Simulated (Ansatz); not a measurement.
Isolated molecules relaxed with PBE0-D4/def2-TZVP in Ansatz; ΔE leaves out vibrations. CCSD(T)/CBS is the MP2 limit (def2-TZVPP, def2-QZVPP) plus CCSD(T) − MP2 in def2-TZVPP, frozen cores. Elements past krypton have def2 core potentials. For Sn outer-core shells are correlated without core-valence functions, which leaves a few kJ/mol of doubt a bond. One conformer a species, not always the lowest.

Consider the formal exchange of groups at the Sn–C bond: `CC#[C][SnH3]` + `OBOCF` → `OB[O][SnH3]` + `CC#CCF`.

```
       species  CCSD(T)/CBS(def2) energy (Eh)
`CC#[C][SnH3]`                     -331.71340
       `OBOCF`                     -315.48395
 `OB[O][SnH3]`                     -392.27481
      `CC#CCF`                     -254.93801
```

(1) Work out ΔE.

Largest T1 diagnostic among the species: 0.014.

## Answers

(1) ΔE = (-392.27481) + (-254.93801) − (-331.71340) − (-315.48395) = -0.01547 Eh = -40.6 kJ/mol.

From PBE to PBE0 (25 % exact exchange), in def2-TZVPP and without D4, ΔE moves by +4.8 kJ/mol.
